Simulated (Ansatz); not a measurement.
Consider the ligand exchange at the Si–O bond: `[F][Sc]([Cl])[O][SiH3]` + `CN[SiH2]Cl` → `CN([SiH3])[SiH2]Cl` + `[OH][Sc]([F])[Cl]`.

Computed with Ansatz on PBE0-D4/def2-TZVP structures; ΔE is electronic, products minus reactants. CBS: MP2 limit from def2 TZ/QZ plus the TZ coupled-cluster correction, frozen cores. DFT in def2-TZVPP. B3LYP here is the variant with VWN-RPA as its local correlation; programs differ in this. HSE06 is defined as in plane-wave codes. For Sc outer-core shells are correlated without core-valence functions, which leaves a few kJ/mol of doubt a bond. Scalar relativity is left out up to krypton. One conformer a species, not always the lowest.

`[F][Sc]([Cl])[O][SiH3]`:

Cartesian coordinates in Å:
```
F 0.199 3.205 0.358
Sc 0.868 1.543 0.740
Cl 2.722 1.273 2.083
O 0.002 0.066 0.008
Si -0.770 -1.224 -0.645
H -2.241 -1.039 -0.541
H -0.385 -2.466 0.075
H -0.396 -1.356 -2.078
```

`CN[SiH2]Cl`:

```xyz
10

C    -0.620   -1.267    0.055
N    -0.648    0.181    0.103
Si    0.744    1.153    0.114
Cl    1.819    1.153   -1.661
H    -0.603   -1.664   -0.966
H    -1.483   -1.689    0.577
H     0.276   -1.630    0.565
H    -1.495    0.582   -0.269
H     0.326    2.551    0.352
H     1.684    0.630    1.130
```

`CN([SiH3])[SiH2]Cl`:

```xyz
13

C    -0.502   -1.427    0.071
N     0.109   -0.102   -0.044
Si    0.846    0.531    1.393
Si   -0.193    0.805   -1.458
Cl   -2.124    1.540   -1.539
H     0.159   -2.110    0.612
H    -0.677   -1.858   -0.918
H    -1.462   -1.392    0.597
H     1.915   -0.399    1.845
H     1.415    1.863    1.073
H    -0.139    0.657    2.503
H     0.718    1.967   -1.494
H    -0.063   -0.075   -2.642
```

`[OH][Sc]([F])[Cl]`:

Cartesian coordinates in Å:
```
O -1.129 0.700 0.077
Sc 0.462 -0.208 -0.075
F 1.817 0.551 -1.052
Cl 0.776 -2.264 0.934
H -1.926 1.221 0.116
```

```json
{"level": "B3LYP-D4", "ΔE (eV)": "0.60"}
{"level": "HSE06-D4", "ΔE (eV)": "0.56"}
{"level": "B2PLYP", "ΔE (eV)": "0.65"}
{"level": "r2SCAN0", "ΔE (eV)": "0.63"}
```

**Question.** What does CCSD(T)/CBS give? (Estimate.)

**Answer.** The calculation gave: +0.61 eV. The listed levels differ from it by -0.01, -0.05, 0.04, 0.02 eV.

Largest T1 diagnostic among the species: 0.016.

Leaving LDA and LC-ωPBE aside and taking each functional with its dispersion term where it has one, the values, not all of them listed here, spread over 0.16 eV, from revPBE-D4 to B2PLYP. LDA lies −0.10 eV from PBE without D4. The D4 term adds −0.10 eV with B3LYP and −0.05 eV with PBE0; it sums over pairs of atoms, weighted by their polarisabilities, and B3LYP, whose exchange is more repulsive, gets the larger term.
